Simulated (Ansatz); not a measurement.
PdBr₂⁻. The state is a doublet with charge -1. Geometry r2SCAN-D4/def2-TZVP, that of the neutral singlet; atoms count from 1.

```xyz
3

Pd    0.588   -0.226   -0.792
Br    0.536   -1.066    1.349
Br   -1.125    1.292   -0.557
```

In the def2 sets Pd takes a core potential; there is no spin–orbit coupling. The structure comes from a short search, and lower isomers may exist.

(1) Estimate the Mulliken populations from the PBE0/def2-TZVPD orbitals of Ansatz.

(2) Where does the spin sit?

(3) And the Mayer bond orders between heavy atoms (over 0.3)?

Results:

(1) 
| atom | charge (e) | spin (α − β) | d electrons |
| --- | --- | --- | --- |
| Pd1 | -0.09 | 0.65 | 9.11 |
| Br2 | -0.46 | 0.18 | – |
| Br3 | -0.46 | 0.18 | – |
Mulliken values depend strongly on the basis. With diffuse functions, as here, like atoms can get unlike values, and bond orders can come out too low or too high.

(2) Summed by element: Pd 0.65, Br 0.35, of 1 unpaired in all. Largest on single atoms: Pd1 0.65, Br2 0.18, Br3 0.18.

(3) Pd1–Br2 0.93 (2.30 Å); Pd1–Br3 0.93 (2.30 Å).
